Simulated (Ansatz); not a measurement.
The Ansatz (a quantum-chemistry and plane-wave program) input:
Ansatz 0.2 input:
```yaml
crystal:
  periodic: [false, false, false]
  atoms:
    - {symbol: N, position_ang: [-0.00000000, -0.00000000, -0.61625478]}
    - {symbol: O, position_ang: [0.00000000, 0.00000000, 0.53922293]}
basis:
  gaussian:
    orbitals: 6-31G*
magnetization: {spin_polarized: true, initial_magnetization: 1}
correlation: {method: mp2}
```

### Question
Give the MP2 correlation energy at the level MP2/6-31G* (Ansatz).

### Answer
-0.3113 Eh

### Question
What is the computed total energy (MP2/6-31G*)?

### Answer
-129.557387 Ha

### Question
What is the computed number of basis functions (MP2/6-31G*)?

### Answer
30

### Question
What SCF-reference <S^2> does MP2/6-31G* give?

### Answer
0.806
